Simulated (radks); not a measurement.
Question: The mean radii <r> (bohr) of the occupied orbitals of an atom or ion are listed with their occupations. Method: scalar-relativistic Kohn-Sham, PBEsol, spin-unpolarised, spherical densities, point nucleus; computed with a radial shooting solver on a logarithmic mesh with Libxc functionals.

orbital  occ.      <r>
1s          2  0.01804
2s          2  0.07622
2p          6  0.06835
3s          2   0.1975
3p          6   0.1979
3d         10   0.1793
4s          2   0.4406
4p          6   0.4687
4d         10   0.5000
5s          2    1.028
5p          6    1.184
4f         14   0.5784
5d          3    1.594

Name the element and its charge.

Answer: Z = 75, rhenium, charge +4: Re4+ in [Xe] 4f14 5d3. The 1s radius gives Z: for a bare nucleus <r> = (2 gamma + 1)/(2Z) with gamma = sqrt(1 - (Z/c)^2), 0.01783 bohr for Z = 75, and screening makes it slightly larger (0.01804 here). The occupations add up to 71, and the charge is Z minus that.
